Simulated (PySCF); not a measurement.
C7H9O (doublet state).
Cartesian coordinates in Å at the GFN2-xTB level; atoms count from 1:
```xyz
17
C7H9O angstrom
C     -0.8162    1.5798   -0.8004
C     -0.4013    0.3168   -0.1128
C     -0.8883   -1.1304   -0.4007
C      0.1270   -1.2911    0.7544
C     -0.5479   -0.0535    1.3902
C      0.9586   -0.3009    0.0017
C      2.2792   -0.0724   -0.3880
O      3.2372   -0.8017   -0.1215
H     -0.3182    2.4353   -0.3487
H     -1.8925    1.7179   -0.7184
H     -0.5491    1.5367   -1.8545
H     -0.6128   -1.5582   -1.3608
H     -1.9281   -1.3383   -0.1536
H      0.4414   -2.2019    1.2416
H     -1.5665   -0.1968    1.7476
H      0.0461    0.5199    2.0969
H      2.4244    0.8509   -0.9828
```

The hyperfine couplings belong to this conformer and change with its torsions.

Identity: `C[C@]12C[C@H](C1)[C]2C=O` [radical].

Level of theory: UKS B3LYP, pcH-1 on C H O, non-relativistic, mean-field spin-orbit, GIAO (PySCF 2.14.0). Isolated species at its GFN2-xTB geometry (one conformer only). A GFN2-xTB geometry isn't a minimum of the functional, and hyperfine couplings can be far from their values at a DFT geometry. No stability test was run, so a lower SCF solution isn't excluded.

Principal values of hyperfine tensors in MHz (contact and dipolar terms together), for some of the nuclei:

```
atom  isotope       A1      A2      A3
  C6      13C     5.24    7.07  163.99
  C7      13C   -42.12  -36.41  -28.65
 H15       1H    29.37   30.55   36.77
 H13       1H    29.17   30.36   36.57
  O8      17O  -149.50   34.13   34.41
  C2      13C   -18.92  -15.54  -13.06
  C4      13C   -17.39  -14.47  -12.17
 H17       1H    -9.83   -7.06    3.27
```

Q: Split each tensor into its isotropic and traceless parts, and turn a_iso into mT with g = 2.0053.

A: a_iso is a third of the trace, T = A − a_iso, and a(mT) = a(MHz)/(g × 13.996).

```
atom  a_iso (MHz)  a_iso (mT)       T1      T2      T3
  C6        58.77       2.094   -53.53  -51.70  105.23
  C7       -35.72      -1.273    -6.39   -0.68    7.07
 H15        32.23       1.148    -2.86   -1.68    4.54
 H13        32.03       1.141    -2.86   -1.68    4.54
  O8       -26.99      -0.962  -122.52   61.12   61.40
  C2       -15.84      -0.564    -3.08    0.30    2.78
  C4       -14.68      -0.523    -2.71    0.21    2.51
 H17        -4.54      -0.162    -5.29   -2.52    7.81
```

Q: What spin density at the nucleus of C6 lies behind its contact coupling (g_N = 1.40482)?

A: a_FC = (2μ0/3) gₑ μB g_N μN ρ(0)/(2S·h) = 800.24 MHz × g_N × ρ(0)/(2S), with ρ in bohr⁻³. With a_FC = 58.77 MHz and 2S = 1, ρ(0) = 0.05228 bohr⁻³.

Q: C3 (13C, g_N = 1.40482) isn't in the table. Its spin density at the nucleus is 0.07197 bohr⁻³. What is its contact coupling?

A: By the same relation, a_FC = 80.9 MHz. Its full tensor has the principal values 76.84, 77.37, 88.50 MHz.

Q: Which nucleus of the table has the largest anisotropic coupling, and what is its form?

A: O8: -122.5, 61.1, 61.4 MHz, axial, in the ratio +1:+1:−2, the form that spin in one p orbital centred on that nucleus gives (the nuclear moment is negative).

Q: In a single crystal, with the field along each principal axis of the tensor of H15 in turn, what first-order splitting does this nucleus give (isotropic g, quadrupole terms neglected)?

A: 2 lines (I = 1/2), spaced by |A_i|/(g × 13.996): 1.05, 1.09, 1.31 mT along the axes of A1, A2 and A3.

Time: 2.2 min wall (grids of density and orbitals included); peak memory 1.1 GiB. Hardware: Arm Neoverse N1, one thread, no GPU, shared host.
